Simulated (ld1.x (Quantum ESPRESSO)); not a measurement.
Before and after: TM potential for aluminium

* Element: Al
* Generator: ld1.x (Quantum ESPRESSO) 7.5
* Type: norm-conserving Troullier–Martins (Kleinman–Bylander form)
* Functional: LDA (PZ)
* Relativity: non-relativistic
* Frozen core: [Ne]
* Valence charge: 3
* Reference configuration: 3s2 3p1
* Partial waves: 3s (bound): rc 1.40 bohr; 3p (bound): rc 1.65 bohr
* Local potential: the p channel
* Core correction: Bessel-smoothed model core inside 0.95 bohr

All-electron outer shells of the reference configuration (LDA (PZ), non-relativistic, ld1.x):

```tsv
shell	level (eV)	outermost node (bohr)	outermost maximum (bohr)
3s	-7.81	0.80	2.06
3p	-2.80	0.82	2.64
```

Change: wave 3s (bound): rc 1.40 bohr becomes 3s (bound): rc 2.06 bohr.

Cutoffs: the cutoffs (Ry, on a coarse ladder) from which the occupation-weighted sum of valence levels, in a spherical-Bessel basis at the reference potential, stays within 10 and 1 mRy of its value at 400 Ry; they do not see the model core or the augmentation charge, which bear on the density cutoff. Errors are all-electron minus pseudo energies relative to the spin-unpolarised reference configuration.

Problem. How do hardness, ghosts and transferability respond?

Solution. The potential gets softer (35 Ry and 80 Ry → 21 Ry and 35 Ry); of the 9 tests that both files solve, the error grows in 1 and shrinks in 4 by more than 15 % and 0.3 meV (median size 1.5 → 0.3 meV); neither file shows a bound ghost. A larger radius leaves more room for a smooth pseudo-wave, so fewer plane waves are needed.

| quantity | base | changed |
| --- | --- | --- |
| cutoff, loose | 35 Ry | 21 Ry |
| cutoff, tight | 80 Ry | 35 Ry |
| loose cutoff by channel (10 mRy a level) | s 30 Ry, p 6 Ry | s 8 Ry, p 6 Ry |
| bound ghosts | none | none |
| error for 3s2 3p0, meV [ΔE 5.86 eV] | +1.5 | +1.2 |
| error for 3s1 3p0, meV [ΔE 25.20 eV] | +4.3 | +4.0 |
| error for 3s2 3p0.5, meV [ΔE 2.13 eV] | +0.3 | +0.3 |
| error for 3s2 3p1.3, meV [ΔE -0.60 eV] | +0.1 | +0.1 |
| error for 3s0 3p3, meV [ΔE 10.44 eV] | -6.1 | +1.6 |
| error for 3s1 3p2, meV [ΔE 5.12 eV] | -1.5 | +0.2 |
| error for 3s1 3p1, meV [ΔE 11.64 eV] | +2.6 | +3.8 |
| error for 3s2 3p1 (spin-polarised), meV [ΔE -0.14 eV] | +0.2 | +0.1 |
| error for 3s1 3p0 (spin-polarised), meV [ΔE 24.77 eV] | -3.1 | -0.3 |
